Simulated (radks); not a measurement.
Task: Zn2+, 28 electrons, occupied as [Ne] 3s2 3p5 3d10 4d1 (not the ground configuration). Calculated with a radial shooting solver on a logarithmic mesh with Libxc functionals: scalar-relativistic Kohn-Sham, r2SCAN, spin-polarised, spherical densities, finite nucleus; open shells are filled with parallel spins first; meta-GGA in the generalised Kohn-Sham scheme; Fermi nuclear charge, rms radius 3.9283 fm. Some entries of the table are withheld. Estimate them.

| orbital | occ. | eigenvalue (eV) | <r^2> (bohr^2) | r(max) (bohr) |
|---|---|---|---|---|
| 1s up | 1 | -9595.090 | 0.003406 | 0.03291 |
| 1s down | 1 | -9594.173 | 0.003406 | 0.03291 |
| 2s up | 1 | -1206.010 | 0.06017 | 0.1890 |
| 2s down | 1 | -1205.663 | 0.06015 | 0.1890 |
| 2p up | 3 | (1) | 0.04812 | 0.1520 |
| 2p down | 3 | (2) | 0.04813 | 0.1521 |
| 3s up | 1 | -169.5728 | (3) | 0.5863 |
| 3s down | 1 | -167.2823 | (4) | 0.5870 |
| 3p up | 3 | -121.8861 | 0.5822 | 0.5904 |
| 3p down | 2 | -119.6946 | 0.5880 | 0.5914 |
| 3d up | 5 | -44.8053 | (5) | 0.5611 |
| 3d down | 5 | -43.1142 | (6) | 0.5622 |
| 4d up | 1 | -10.3189 | 16.85 | 3.375 |

Result: 
(1) 2p up eigenvalue (eV): -1048.937
(2) 2p down eigenvalue (eV): -1048.084
(3) 3s up <r^2> (bohr^2): 0.5260
(4) 3s down <r^2> (bohr^2): 0.5295
(5) 3d up <r^2> (bohr^2): 0.8376
(6) 3d down <r^2> (bohr^2): 0.8580
